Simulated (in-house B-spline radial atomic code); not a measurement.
RPA and G0W0 on BLYP: Mn

Configuration [Ar] 3d5 4s2, highest spin, mean-field start BLYP. Computed with a B-spline radial code for spherical atoms: all electrons, non-relativistic, point nucleus, each spin shell either full or empty, empty states to l = 9 with an (l + 1/2)⁻⁴ tail; G0W0 by contour deformation at full frequency.

Command:
```bash
python run_gw.py task.json out
```
Settings (radii: box in bohr, nucleus in fm):
```
Z                        25
electrons                25
configuration            [Ar] 3d5 4s2
hamiltonian              nr
method                   b88,lyp
lmax                     9
spin_polarised           True
box_radius               40
intervals                54
ion_configuration        [Ar] 3d5 4s1
```

Time taken, with all properties: 5.5 s on 1 thread of Arm Neoverse V1, on a shared host.

Energies (hartree):

| term | value |
| --- | --- |
| mean-field total | -1151.05171 |
| Hartree-Fock functional on these orbitals | -1149.83566 |
| direct second order | -2.0603 |
| second-order exchange | 0.68251 |
| SOSEX correction | 0.59031 |

Task: What is the RPA correlation energy, and what remains with SOSEX?

Result: RPA gives -1.6928 hartree (-1.84 eV per electron); RPA + SOSEX gives -1.1025, and the second-order doubles -1.3778 hartree (no singles). RPA lacks exchange-type terms and so overcorrelates at short range.

Quasi-particle levels (eV):

```csv
level,occupied,mean field,Σx - vxc,Σc,QP weight,G0W0
4s down,yes,-4.434,-1.69,?,?,?
```

G0W0 = mean field + (Σx - vxc) + Σc, with Σc (partial-wave tail included) taken at the quasi-particle energy. Only the outer levels were computed. Levels of low weight are left out.

Task: Where does G0W0 put 4s down?

Result: At -7.318 eV, with Σc = -1.19 eV and a quasi-particle weight of 0.770. The tabulated removal energy is 7.434 eV (NIST, measured); the calculation leaves out relativity, Breit and QED terms, and what these don't explain is the method's own error.

Task: What does it cost to remove one electron (to [Ar] 3d5 4s1) by differences of total energies, each species on its own start (correlation terms add to the Hartree-Fock functional)?

Result: BLYP 7.462 eV, Hartree-Fock functional 5.794 eV, + RPA 7.781 eV, + RPA + SOSEX 7.290 eV, + second order 8.489 eV. Tabulated: 7.434 eV (NIST, measured); the calculation leaves out relativity, Breit and QED terms, and what these don't explain is the method's own error.
